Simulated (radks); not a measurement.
Q: Re, 75 electrons, occupied as [Xe] 4f14 5d5 6s2. Method: scalar-relativistic Kohn-Sham, PBE, spin-polarised, spherical densities, finite nucleus; open shells are filled with parallel spins first (spin-orbit coupling, left out, can overturn this in heavy ions); Fermi nuclear charge, rms radius 5.3698 fm; computed with a radial shooting solver on a logarithmic mesh with Libxc functionals. Some entries of the table are withheld. Estimate them.

orbital,occ.,eigenvalue (hartree),<r^2> (bohr^2),<r> (bohr)
1s down,1,-2632.572,0.0004480,0.01804
1s up,1,-2632.572,0.0004480,0.01804
2s up,1,-456.4549,0.006877,0.07623
2s down,1,-456.4463,0.006877,0.07623
2p up,3,-398.4391,0.005708,0.06834
2p down,3,-398.4323,0.005708,0.06834
3s up,1,-105.6645,0.04457,0.1974
3s down,1,-105.6620,0.04457,0.1974
3p up,3,-88.54927,0.04540,0.1979
3p down,3,-88.54639,0.04539,0.1979
3d up,5,-69.12029,0.03764,0.1792
3d down,5,-69.11461,0.03764,0.1792
4s up,1,-22.03825,0.2191,0.4406
4s down,1,-22.03057,0.2191,0.4406
4p up,3,-16.42219,0.2497,0.4686
4p down,3,-16.41510,0.2497,0.4686
4d up,5,-9.36881,0.2897,0.5001
4d down,5,-9.36042,0.2893,0.4999
5s up,1,-3.14889,1.214,1.040
5s down,1,-3.07414,1.196,1.032
5p up,3,(1),1.669,1.213
5p down,3,(2),1.642,1.203
4f up,7,(3),0.4234,0.5827
4f down,7,(4),0.4152,0.5783
6s up,1,-0.24102,10.22,2.993
5d up,5,-0.23531,(5),1.897
6s down,1,-0.17662,12.25,3.259
5d down,0,-0.12576,(6),2.043

A: 
(1) 5p up eigenvalue (hartree): -1.75661
(2) 5p down eigenvalue (hartree): -1.65858
(3) 4f up eigenvalue (hartree): -1.54430
(4) 4f down eigenvalue (hartree): -1.52762
(5) 5d up <r^2> (bohr^2): 4.335
(6) 5d down <r^2> (bohr^2): 5.247
